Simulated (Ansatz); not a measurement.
Wavefunction ladder for CH5FNNbO2 (`C[O][Nb](=[NH])([OH])[F]`)

```xyz
11

C     1.765   -0.517   -0.846
O     0.374   -0.388   -0.926
Nb   -1.149   -0.074    0.122
N    -0.619    0.111    1.775
O    -1.979    1.543   -0.435
F    -2.343   -1.530    0.004
H     2.242    0.264   -1.445
H     2.065   -1.492   -1.241
H     2.107   -0.431    0.190
H    -0.327    0.169    2.739
H    -2.137    2.345    0.064
```

The species carries charge 0 and has multiplicity 1. Correlated methods include outer-core shells of Nb, which these sets cover unevenly. Nb: def2 effective core potential. The geometry is a stationary point of PBE0-D4/def2-TZVP. It is one conformer, not always the lowest. Frozen core, restricted reference, Ansatz 0.2.0.

| basis | HF (Eh) | MP2 corr. |
| --- | --- | --- |
| def2-SVP | -400.65172 | -1.21424 |
| def2-TZVPP | -401.09738 | -1.59080 |
| def2-QZVPP | -401.11794 | -1.72612 |

Question: Estimate the CCSD correlation energy and the (T) correction in each basis where they were run (hartree).

Answer: 
```
     basis  CCSD corr.       (T)
  def2-SVP    -1.21124  -0.04624
def2-TZVPP    -1.57117  -0.07495
```
